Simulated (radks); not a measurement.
The numbers below are computed, except where a source is named.
Task: Species: B+. Configuration: [He] 2p2 (not the ground configuration). Level of theory: scalar-relativistic Kohn-Sham, LDA (Slater exchange, Perdew-Wang correlation), spin-polarised, spherical densities, finite nucleus; open shells are filled with parallel spins first; Fermi nuclear charge, rms radius 2.406 fm (a radial shooting solver on a logarithmic mesh with Libxc functionals). Some entries of the table are withheld. Estimate them.

orbital,occ.,eigenvalue (hartree),<1/r> (bohr^-1)
1s up,1,(1),(2)
1s down,1,(3),(4)
2p up,2,-0.53702,(5)
2p down,0,-0.38125,(6)

Result: 
(1) 1s up eigenvalue (hartree): -7.05387
(2) 1s up <1/r> (bohr^-1): 4.618
(3) 1s down eigenvalue (hartree): -7.02077
(4) 1s down <1/r> (bohr^-1): 4.639
(5) 2p up <1/r> (bohr^-1): 0.7212
(6) 2p down <1/r> (bohr^-1): 0.6619
